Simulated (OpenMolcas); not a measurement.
Os4+ (d4) among equal point charges was computed by CASSCF with the d shell active (OpenMolcas, ANO-RCC-VDZP on the metal). Its lowest spin-free states, and all those of the highest spin:

| 2S+1 | Degeneracy | E (cm-1) |
| --- | --- | --- |
| 5 | 3 | 0.0 |
| 5 | 2 | 6550 |
| 3 | 3 | 12511 |
| 1 | 1 | 14749 |
| 3 | 3 | 15150 |
| 3 | 3 | 18070 |
| 3 | 3 | 19380 |
| 3 | 2 | 19943 |
| 1 | 3 | 20102 |
| 3 | 3 | 21147 |
| 3 | 3 | 23869 |
| 1 | 3 | 24748 |

Task: Is the site octahedral, tetrahedral or cube-like, axial, or of lower symmetry?

Result: The states with 2S+1 = 5 have orbital degeneracies 3, 2. Threefold states need a cubic site. For d4 at this spin an octahedron puts the twofold E below the threefold T2 and a tetrahedron or cube puts the threefold T2 below the twofold E, so the site is a tetrahedron or a cube, which this pattern cannot tell apart. The first gap at this spin, 6550 cm-1, is |10Dq| in ligand-field theory. The run had Os4+ among 4 point charges of -2 e arranged as a tetrahedron (Td), 1.76 Å from the ion.

Spin-orbit coupling mixes the spin-free states strongly: the lowest level takes only 52 % from its leading state, 5T2. Without dynamic correlation the repulsion within the d shell is too large (B by tens of per cent), so at a given field states of lower spin stand too high. Point charges give a weaker field than real ligands, and real ions of this kind are as a rule low spin; the high spin found here belongs to the model. This is an electrostatic model: the charges have no orbitals. No measured value stands beside these numbers.
